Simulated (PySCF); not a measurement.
NICS in one family of compounds.

Probes without a nucleus sit at each ring's centroid and 1 Å off its mean plane on both sides; NICS is minus the shielding there, NICSzz its component along the normal. Level: GIAO PBE0/pcSseg-1 (PySCF, non-relativistic, gas phase) on the GFN2-xTB geometries, one conformer each. Atom numbers follow the mapped SMILES.

Question: Order these rings by mean NICS(1)zz, lowest (most negative) first (ppm).
A. ring C5–C6–C7–S8–C9 in `[O:1]=[S:2](=[O:3])([Cl:4])[c:5]1[cH:6][cH:7][s:8][cH:9]1`
B. ring C5–C6–C7–C8–C9–C10 in `[O:1]=[S:2](=[O:3])([Cl:4])[CH:5]1[CH2:6][CH2:7][CH2:8][CH2:9][CH2:10]1`
C. ring C5–C6–C7–C8–C9–C11 in `[O:1]=[S:2](=[O:3])([Cl:4])[c:5]1[cH:6][cH:7][cH:8][c:9]([F:10])[cH:11]1`
D. ring C5–C6–C7 in `[O:1]=[S:2](=[O:3])([Cl:4])[CH:5]1[CH2:6][CH2:7]1`

Answer: C (-27.7), A (-26.5), D (-24.4), B (2.3).

```csv
SMILES,ring,NICS(0),NICS(1),NICS(1)zz,HOMA,rms pucker (Å),ring atoms with four or more neighbours
O=S(=O)(Cl)c1cccc(F)c1,6-membered carbocycle; formal bonds all aromatic,-11.4,-11.8,-27.7,0.99,0.00,0
O=S(=O)(Cl)c1ccsc1,5-membered ring with S; formal bonds all aromatic,-13.7,-11.6,-26.5,0.82,0.00,0
O=S(=O)(Cl)C1CC1,3-membered carbocycle; formal bonds all single,-42.4,-9.2,-24.4,–,0.00,3
O=S(=O)(Cl)C1CCCCC1,6-membered carbocycle; formal bonds all single,-3.6,-3.1,2.3,–,0.24,6
```

NICS(0) gives another order. The isotropic NICS(1) gives the same order. HOMA uses Krygowski's 1993 parameters; it is left out where a ring has a four-coordinate atom, a triple bond, no multiple bond or a kind of bond without parameters. NICS(1) and NICS(1)zz are means over the two faces.
